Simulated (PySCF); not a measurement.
# Finite-field polarisability of Cr (chromium, neutral)

[Ar] 3d5 4s1, high-spin 7S determinant. All numbers are calculated (PySCF 2.14, scalar relativity by spin-free X2C-1e, in x2c-TZVPPall with one added diffuse shell each of s, p, d, f type (7s6p5d3f1g, 80 functions)). Frozen: [Ar]. Energy changes in a uniform field (μhartree):

```json
{"axis": "x", "F (au)": "0.0014", "HF": "-104.406", "MP2": "-85.037", "CCSD": "-89.668", "CCSD(T)": "-89.433"}
{"axis": "x", "F (au)": "0.0028", "HF": "-417.957", "MP2": "-340.324", "CCSD": "-358.869", "CCSD(T)": "-357.912"}
```

Question: Derive α along x at CCSD(T) from the two fields.

Answer: With ΔE = −αF²/2 − γF⁴/24, α = −(16 ΔE(F) − ΔE(2F))/(6F²) = 91.24 bohr³.

Question: And the mean polarisability at each level?

Answer: HF 106.5, MP2 86.76, CCSD 91.48, CCSD(T) 91.24 bohr³. Reference: 83 ± 12 bohr³ (recommended; Schwerdtfeger and Nagle, table of static dipole polarizabilities (2023 update)).
